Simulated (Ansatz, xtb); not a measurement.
# C5H9N2P: which of two isomers lies lower

Structure a is `CCCN1C=PC=N1`, a singlet and structure b is `CCN1C=PC(C)=N1`, a singlet. Both are isolated molecules in the gas phase, relaxed with PBE0-D3(BJ)/def2-SVP; the shapes shown needn't be the lowest conformers.

a (Å):

```xyz
17

C    -0.8882    0.3567   -1.6041
C     0.2534   -0.6102   -1.3399
C     0.4336   -0.9520    0.1318
C    -0.0923    0.7945    1.8333
C     1.9755    1.8984    1.4872
N     0.7328    0.2232    0.9347
N     1.8950    0.8285    0.7236
P     0.5849    2.2268    2.5307
H    -0.9858    0.5697   -2.6786
H    -1.8521   -0.0495   -1.2562
H    -0.7254    1.3167   -1.0900
H     1.2025   -0.1895   -1.7085
H     0.0941   -1.5555   -1.8849
H    -0.4786   -1.4039    0.5486
H     1.2590   -1.6667    0.2665
H    -1.0565    0.3226    2.0244
H     2.8878    2.4965    1.4251
```

b (Å):

```xyz
17

C    -2.6847    0.1228    1.1703
C    -1.8040    1.1865    0.5438
C     0.5758    1.2804    1.2806
C     1.2120   -0.4654   -0.2225
C     1.8007   -1.5299   -1.0915
N    -0.4065    0.7891    0.5031
N    -0.0715   -0.1852   -0.3363
P     2.0931    0.5068    0.9856
H    -2.3945   -0.0654    2.2148
H    -3.7378    0.4400    1.1544
H    -2.5939   -0.8186    0.6105
H    -1.8562    2.1321    1.1019
H    -2.1158    1.3920   -0.4913
H     0.3326    2.0788    1.9828
H     2.2757   -2.3211   -0.4916
H     1.0110   -1.9820   -1.7070
H     2.5729   -1.1196   -1.7605
```

Quicker runs give these differences E(b) − E(a): GFN2-xTB −0.138 eV; HF/STO-3G −0.133 eV (at GFN2-xTB geometries); r2SCAN-D4/def2-SVP −0.158 eV (at GFN2-xTB geometries).

Q: Estimate E(b) − E(a) at the level CCSD(T)/def2-SVP + ΔMP2/def2-TZVPP.

A: Calculated at CCSD(T)/def2-SVP + ΔMP2/def2-TZVPP: E(b) − E(a) = −0.091 eV, so structure b lies lower.

Level by level:

| level | geometry | E(b) − E(a) (eV) | departure from the last row (eV) | job, with rough time for the two |
| --- | --- | --- | --- | --- |
| GFN2-xTB | GFN2-xTB | −0.138 | −0.048 | optimisation, 0.19 s |
| HF/STO-3G | GFN2-xTB | −0.133 | −0.042 | single point, 0.52 s |
| r2SCAN-D4/def2-SVP | GFN2-xTB | −0.158 | −0.067 | single point, 5.2 s |
| PBE0-D3(BJ)/def2-SVP | PBE0-D3(BJ)/def2-SVP | −0.143 | −0.052 | optimisation, 93 s |
| HF/def2-SVP | PBE0-D3(BJ)/def2-SVP | −0.163 | −0.072 | part of the CCSD(T) run |
| MP2/def2-SVP | PBE0-D3(BJ)/def2-SVP | −0.132 | −0.041 | part of the CCSD(T) run |
| CCSD(T)/def2-SVP | PBE0-D3(BJ)/def2-SVP | −0.127 | −0.036 | single point |
| CCSD(T)/def2-SVP + ΔMP2/def2-TZVPP | PBE0-D3(BJ)/def2-SVP | −0.091 |  | single point, 2.4 min |

As drawn, both hold the same kinds of bond in the same numbers. Structure a has 1 methyl group, b 2.

The levels shown agree on the order. The largest departure from CCSD(T)/def2-SVP + ΔMP2/def2-TZVPP is that of HF/def2-SVP, 0.072 eV. The last row adds to CCSD(T) the change of the MP2 difference between the two basis sets, here +0.036 eV.

With thermal terms from frequencies at re-optimised GFN2-xTB minima (ideal gas, soft modes damped towards free rotors, one conformer each, 298.15 K, 1 atm): on the last row, ΔE + ΔZPE = −0.125, ΔH = −0.105, ΔG = −0.145 eV.

The correlated steps freeze 12 core orbitals. Codes used: Ansatz 0.2.0, xtb 6.7.1; the last row on 4 threads of Arm Neoverse V1 on a shared host.
